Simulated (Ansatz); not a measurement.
Relaxation of Ga₂S₃ with UKS B3LYP-D4/def2-SVP.

```sh
$ ansatz run in.yaml --threads 4 --pin off --events-out ev --progress --plain --max-ram 8704MiB
```

```yaml
crystal:
  periodic: [false, false, false]
  atoms:
    - {symbol: Ga, position_ang: [0.178597, -1.659822, -0.054045]}
    - {symbol: Ga, position_ang: [0.269709, 1.646932, 0.071177]}
    - {symbol: S, position_ang: [-0.975834, 3.243388, 0.081057]}
    - {symbol: S, position_ang: [1.680077, -0.048686, 0.064107]}
    - {symbol: S, position_ang: [-1.152549, -3.181811, -0.162286]}
basis:
  gaussian: {orbitals: def2-SVP}
magnetization: {spin_polarized: true, initial_magnetization: 4}
hamiltonian: {xc: {name: B3LYP}, dispersion: d4}
scf: {lower_state_search: "off"}
output: {orbitals: {seedname: orbitals}}
relax: {f_tol: 0.02, max_steps: 100}
```

Run time 2.1 min (4 threads of Intel Xeon Platinum 8375C on a shared host), peak host memory 0.6 GiB.

Positions (Å) and forces (eV/Å) at steps 1, 2, 3, 4, 5, 6, 7, 8, 9, 10, 11, 12, 13, 14, 15, 16, 17, 18, 19, 20, 21, 22, 23, 24, 25, 28 of 28:

```xyz
5
step=1 energy=-137239.8535 eV
Ga    0.179   -1.660   -0.054    2.392    3.502    0.223
Ga    0.270    1.647    0.071    2.198   -3.633   -0.047
S    -0.976    3.243    0.081   -2.893    3.646    0.021
S     1.680   -0.049    0.064    1.392   -0.041    0.053
S    -1.153   -3.182   -0.162   -3.088   -3.474   -0.249
5
step=2 energy=-137241.0649 eV
Ga    0.201   -1.540   -0.049    0.122    0.446    0.021
Ga    0.286    1.526    0.067    0.181   -0.236   -0.002
S    -1.088    3.324    0.080   -0.426    0.212   -0.009
S     1.871   -0.054    0.071    0.392   -0.255    0.006
S    -1.269   -3.256   -0.170   -0.269   -0.166   -0.017
5
step=3 energy=-137241.3139 eV
Ga    0.197   -1.415   -0.044   -0.914    0.582   -0.014
Ga    0.335    1.442    0.066   -0.690    0.493   -0.009
S    -1.195    3.161    0.069   -0.703    0.832    0.003
S     2.000   -0.080    0.076    2.285   -1.202    0.045
S    -1.338   -3.107   -0.167    0.022   -0.705   -0.025
5
step=4 energy=-137241.7869 eV
Ga    0.053   -1.290   -0.045   -0.302    0.038   -0.010
Ga    0.361    1.462    0.068   -0.033    0.605    0.021
S    -1.230    3.235    0.071   -0.309    0.211   -0.004
S     2.083   -0.179    0.075    0.064   -1.071   -0.037
S    -1.267   -3.228   -0.169    0.581    0.217    0.031
5
step=5 energy=-137242.0459 eV
Ga   -0.109   -1.181   -0.048    0.157   -0.422   -0.009
Ga    0.462    1.562    0.076    0.215    0.426    0.024
S    -1.283    3.264    0.070    0.005   -0.192   -0.007
S     2.061   -0.344    0.068   -0.890   -0.470   -0.052
S    -1.131   -3.302   -0.166    0.513    0.657    0.044
5
step=6 energy=-137242.2207 eV
Ga   -0.254   -1.096   -0.050    0.209   -0.563   -0.013
Ga    0.616    1.682    0.086    0.219    0.077    0.011
S    -1.320    3.191    0.066    0.216   -0.350   -0.004
S     1.958   -0.465    0.060   -0.925    0.174   -0.030
S    -1.000   -3.311   -0.161    0.281    0.662    0.035
5
step=7 energy=-137242.4143 eV
Ga   -0.372   -1.053   -0.053   -0.155   -0.425   -0.022
Ga    0.782    1.784    0.096    0.238   -0.144    0.004
S    -1.313    3.041    0.061    0.335   -0.420   -0.002
S     1.817   -0.476    0.054   -0.525    0.663    0.004
S    -0.914   -3.295   -0.157    0.107    0.326    0.016
5
step=8 energy=-137242.6577 eV
Ga   -0.477   -1.058   -0.057   -0.509   -0.072   -0.022
Ga    0.948    1.886    0.106    0.007   -0.224   -0.008
S    -1.270    2.873    0.056    0.486   -0.429    0.003
S     1.667   -0.398    0.051   -0.040    0.803    0.028
S    -0.867   -3.304   -0.156    0.057   -0.079   -0.001
5
step=9 energy=-137242.8297 eV
Ga   -0.607   -1.045   -0.062   -0.472    0.206   -0.011
Ga    1.084    1.955    0.114   -0.353   -0.036   -0.016
S    -1.192    2.694    0.053    0.415   -0.221    0.009
S     1.519   -0.295    0.049    0.353    0.245    0.024
S    -0.804   -3.309   -0.153    0.057   -0.194   -0.005
5
step=10 energy=-137242.8831 eV
Ga   -0.712   -0.919   -0.061   -0.204    0.009   -0.008
Ga    1.113    1.915    0.113   -0.106    0.254    0.003
S    -1.154    2.504    0.048    0.020   -0.048    0.000
S     1.487   -0.287    0.049    0.316   -0.209    0.007
S    -0.735   -3.213   -0.147   -0.025   -0.006   -0.002
5
step=11 energy=-137242.8996 eV
Ga   -0.714   -0.834   -0.059   -0.098   -0.077   -0.007
Ga    1.120    1.921    0.112    0.004   -0.132   -0.007
S    -1.181    2.357    0.042   -0.006   -0.003    0.001
S     1.542   -0.305    0.052    0.128    0.164    0.013
S    -0.766   -3.139   -0.146   -0.028    0.048    0.000
5
step=12 energy=-137242.9031 eV
Ga   -0.697   -0.802   -0.057   -0.054   -0.058   -0.005
Ga    1.112    1.906    0.109    0.047   -0.005   -0.001
S    -1.200    2.295    0.040   -0.015    0.009    0.001
S     1.586   -0.296    0.056    0.025    0.050    0.005
S    -0.802   -3.103   -0.147   -0.003    0.004    0.000
5
step=13 energy=-137242.9034 eV
Ga   -0.701   -0.828   -0.058    0.048    0.041    0.002
Ga    1.119    1.920    0.108   -0.017   -0.008   -0.005
S    -1.194    2.316    0.042   -0.003    0.000    0.002
S     1.583   -0.281    0.057   -0.036   -0.034    0.001
S    -0.807   -3.127   -0.148    0.007    0.001    0.000
5
step=14 energy=-137242.9044 eV
Ga   -0.697   -0.829   -0.064    0.029    0.039   -0.006
Ga    1.118    1.915    0.075   -0.027    0.048   -0.023
S    -1.196    2.322    0.059    0.018   -0.014    0.013
S     1.582   -0.282    0.087   -0.027   -0.064    0.018
S    -0.807   -3.126   -0.157    0.008   -0.010   -0.003
5
step=15 energy=-137242.9149 eV
Ga   -0.715   -0.810   -0.148   -0.246   -0.377   -0.073
Ga    1.103    1.902   -0.121   -0.013   -0.199    0.001
S    -1.160    2.368    0.185    0.218   -0.111    0.031
S     1.498   -0.332    0.262    0.103    0.526    0.058
S    -0.726   -3.128   -0.177   -0.062    0.161   -0.017
5
step=16 energy=-137242.9291 eV
Ga   -0.731   -0.800   -0.193   -0.154   -0.358   -0.063
Ga    1.117    1.918   -0.250   -0.257   -0.411    0.198
S    -1.131    2.315    0.261    0.486   -0.163   -0.050
S     1.464   -0.313    0.378   -0.026    0.733   -0.075
S    -0.718   -3.121   -0.196   -0.049    0.199   -0.009
5
step=17 energy=-137242.9551 eV
Ga   -0.749   -0.774   -0.164   -0.013   -0.036   -0.111
Ga    1.156    1.951   -0.233   -0.424   -0.305    0.109
S    -1.132    2.155    0.239    0.528   -0.032   -0.009
S     1.506   -0.250    0.363   -0.117    0.372   -0.014
S    -0.782   -3.082   -0.204    0.026    0.001    0.025
5
step=18 energy=-137242.9948 eV
Ga   -0.784   -0.769   -0.224    0.034    0.007   -0.107
Ga    1.162    1.956   -0.304   -0.439   -0.295    0.173
S    -1.074    2.112    0.297    0.513   -0.075   -0.050
S     1.449   -0.220    0.429   -0.121    0.330   -0.058
S    -0.753   -3.079   -0.198    0.013    0.034    0.042
5
step=19 energy=-137243.0417 eV
Ga   -0.839   -0.733   -0.372    0.164    0.004   -0.024
Ga    1.159    1.952   -0.388   -0.129   -0.218    0.133
S    -0.961    1.989    0.399   -0.028   -0.023   -0.036
S     1.349   -0.164    0.513    0.036    0.049   -0.126
S    -0.708   -3.044   -0.151   -0.044    0.187    0.052
5
step=20 energy=-137243.0805 eV
Ga   -0.783   -0.666   -0.457    0.069   -0.105   -0.072
Ga    1.111    1.891   -0.401    0.032    0.006    0.092
S    -0.994    1.910    0.435   -0.052   -0.103    0.002
S     1.403   -0.178    0.529    0.020    0.034   -0.103
S    -0.738   -2.958   -0.106   -0.069    0.168    0.082
5
step=21 energy=-137243.1511 eV
Ga   -0.712   -0.605   -0.627    0.091   -0.266    0.079
Ga    1.082    1.877   -0.373    0.032    0.179    0.068
S    -1.028    1.753    0.488   -0.049   -0.207   -0.057
S     1.469   -0.178    0.504    0.024   -0.070   -0.101
S    -0.812   -2.847    0.008   -0.099    0.365    0.011
5
step=22 energy=-137243.2363 eV
Ga   -0.629   -0.568   -0.734    0.046   -0.410    0.104
Ga    1.070    1.901   -0.308   -0.138    0.189    0.124
S    -1.083    1.569    0.497    0.161   -0.107   -0.087
S     1.563   -0.179    0.442   -0.001   -0.051   -0.084
S    -0.922   -2.724    0.104   -0.068    0.378   -0.056
5
step=23 energy=-137243.2905 eV
Ga   -0.574   -0.663   -0.784    0.267    0.658   -0.396
Ga    1.073    1.991   -0.130   -0.184    0.009    0.007
S    -1.098    1.452    0.431    0.109   -0.031    0.021
S     1.628   -0.171    0.291    0.023   -0.055   -0.003
S    -1.029   -2.610    0.192   -0.215   -0.581    0.370
5
step=24 energy=-137243.3325 eV
Ga   -0.462   -0.653   -0.912    0.112   -0.076    0.286
Ga    1.018    2.011   -0.102   -0.110    0.054    0.044
S    -1.099    1.276    0.478    0.102    0.033   -0.093
S     1.713   -0.132    0.256   -0.106   -0.078   -0.125
S    -1.172   -2.501    0.281    0.003    0.067   -0.112
5
step=25 energy=-137243.3368 eV
Ga   -0.443   -0.683   -0.806   -0.010   -0.162   -0.010
Ga    1.027    2.053   -0.103   -0.117   -0.077    0.028
S    -1.090    1.331    0.455    0.107    0.028    0.020
S     1.747   -0.093    0.222   -0.064    0.000    0.005
S    -1.240   -2.609    0.232    0.083    0.211   -0.043
5
step=28 energy=-137243.3480 eV
Ga   -0.419   -0.685   -0.858    0.002    0.002    0.003
Ga    1.003    2.036   -0.087    0.001   -0.001   -0.001
S    -1.090    1.289    0.469    0.000   -0.002    0.000
S     1.734   -0.115    0.214   -0.004    0.001   -0.001
S    -1.229   -2.525    0.262    0.000    0.000    0.000
```

At B3LYP-D4/def2-SVP a singlet of charge 0 lies 2.69 eV below the quintet, each at its own geometry. The structure comes from a short search, and lower isomers may exist.
